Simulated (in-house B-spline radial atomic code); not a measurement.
Results of a calculation; reference values are marked as such.
# Weak and strong correlation along the adiabatic connection

Two-electron singlets in several external potentials (atomic units), by full CI in B-splines with partial waves to l = 8 (correlation energies up to 0.6 % small). The repulsion is scaled by λ at fixed density; W(λ) is the mean repulsion less the Hartree energy, W(0) = E_x, and the area under W from 0 to 1 is E_xc.

One system gave this curve:

```json
{"λ": "0", "W (hartree)": "-0.38925"}
{"λ": "0.02", "W (hartree)": "-0.39162"}
{"λ": "0.05", "W (hartree)": "-0.39507"}
{"λ": "0.12", "W (hartree)": "-0.40258"}
{"λ": "0.25", "W (hartree)": "-0.41478"}
{"λ": "0.4", "W (hartree)": "-0.42656"}
{"λ": "0.6", "W (hartree)": "-0.43932"}
{"λ": "0.8", "W (hartree)": "-0.4496"}
{"λ": "1", "W (hartree)": "-0.45805"}
{"λ": "1.4", "W (hartree)": "-0.4711"}
{"λ": "2", "W (hartree)": "-0.4847"}
{"λ": "3", "W (hartree)": "-0.49904"}
```

Q: Which system is it?
A. −Z exp(−kr)/r, Z = 9.14, k = 3.15
B. −Z/r, Z = 0.5, wall at 1.4 bohr
C. ω²r²/2 − Z/r, ω = 0.0163, Z = 1
D. −Z/r, Z = 3.5

A: C. The exchange energy sets the size: ω²r²/2 − Z/r, ω = 0.0163, Z = 1: E_x = -0.389, E_c = -0.0409; −Z exp(−kr)/r, Z = 9.14, k = 3.15: E_x = -5, E_c = -0.0462; −Z/r, Z = 3.5: E_x = -1.96, E_c = -0.0438; −Z/r, Z = 0.5, wall at 1.4 bohr: E_x = -1.3, E_c = -0.0473 hartree.
